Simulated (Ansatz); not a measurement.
Consider the hydrogenolysis of the Al–Cl bond: `O=C=[N][AlH][Cl]` + H₂ → `O=C=[N][AlH2]` + HCl.

Program: Ansatz. Geometries: PBE0-D4/def2-TZVP. ΔE: electronic, gas phase. CBS: MP2 limit from def2 TZ/QZ plus the TZ coupled-cluster correction, frozen cores. This one scheme is used for every species. Functionals use def2-TZVPP. B3LYP here is the variant with VWN-RPA as its local correlation; programs differ in this. One conformer a species, not always the lowest.

```csv
species,B3LYP-D4 energy (Eh)
`O=C=[N][AlH][Cl]`,-871.57928
H₂,-1.18011
`O=C=[N][AlH2]`,-411.86728
HCl,-460.83661
```

(1) Work out ΔE.

Largest T1 diagnostic among the species: 0.016.

Answers

(1) ΔE = (-411.86728) + (-460.83661) − (-871.57928) − (-1.18011) = 0.05550 Eh = +145.7 kJ/mol. CCSD(T)/CBS gives +148.1 kJ/mol.

Leaving LDA and LC-ωPBE aside and taking each functional with its dispersion term where it has one, the values, not all of them listed here, spread over 15.1 kJ/mol, from B97M-V to r2SCAN-D4. In def2-TZVPP, CCSD(T) changes the Hartree–Fock value by +5.3 kJ/mol (the triples alone add +2.8 kJ/mol) and MP2 by +14.5 kJ/mol. The D4 term adds +5.3 kJ/mol with B3LYP and +2.9 kJ/mol with PBE0; it sums over pairs of atoms, weighted by their polarisabilities, and B3LYP, whose exchange is more repulsive, gets the larger term.
